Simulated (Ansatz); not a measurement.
Consider the ligand exchange at a Mg–C bond: `[CH3][Mg][N](C)C` + H–F → `C[N](C)[Mg][F]` + CH₄.

Gas-phase electronic energies from Ansatz, PBE0-D4/def2-TZVP geometries. CBS: MP2 limit from def2 TZ/QZ plus the TZ coupled-cluster correction, frozen cores. This one scheme is used for every species. Functionals use def2-TZVPP. For Mg outer-core shells are correlated without core-valence functions, which leaves a few kJ/mol of doubt a bond. Each species was taken in one conformer, which may not be the lowest.

`[CH3][Mg][N](C)C`:

Cartesian coordinates in Å:
```
C 2.964 -0.149 1.173
Mg 1.034 -0.053 0.410
N -0.734 0.036 -0.290
C -1.356 -0.992 -1.079
C -1.634 1.142 -0.104
H 2.987 -0.610 2.166
H 3.411 0.846 1.268
H 3.624 -0.738 0.528
H -1.652 -0.634 -2.081
H -0.685 -1.845 -1.232
H -2.274 -1.388 -0.609
H -1.943 1.601 -1.060
H -1.178 1.938 0.497
H -2.565 0.847 0.412
```

H–F:

```xyz
2

F    -0.023   -0.106    0.447
H     0.023    0.106   -0.447
```

`C[N](C)[Mg][F]`:

```xyz
11

C    -1.307    0.225    0.022
N     0.111    0.036    0.189
C     0.712   -0.411   -1.040
Mg    1.050    0.329    1.799
F     1.925    0.602    3.295
H    -1.820   -0.705   -0.277
H    -1.540    0.975   -0.753
H    -1.782    0.567    0.948
H     0.291   -1.370   -1.388
H     1.793   -0.559   -0.933
H     0.568    0.311   -1.862
```

CH₄:

```xyz
5

C     0.000    0.000    0.000
H    -0.648    0.512    0.711
H    -0.532   -0.142   -0.940
H     0.288   -0.970    0.404
H     0.893    0.600   -0.174
```

CCSD(T)/CBS gives -45.9 kcal/mol.

Another level gave -46.9 kcal/mol. Which?
A. MP2/def2-TZVPP
B. revPBE-D4/def2-TZVPP
C. LC-ωPBE/def2-TZVPP
D. SCS-MP2/def2-TZVPP

A. MP2/def2-TZVPP -46.9, LC-ωPBE -49.0, revPBE-D4 -45.6, SCS-MP2/def2-TZVPP -48.0 kcal/mol.

Largest T1 diagnostic among the species: 0.011.

In def2-TZVPP, CCSD(T) changes the Hartree–Fock value by +5.1 kcal/mol (the triples alone add +0.8 kcal/mol) and MP2 by +4.1 kcal/mol. Leaving LDA and LC-ωPBE aside and taking each functional with its dispersion term where it has one, the values, not all of them listed here, spread over 3.7 kcal/mol, from CAM-B3LYP-D4 to PBE-D4. LDA lies +2.4 kcal/mol from PBE without D4.
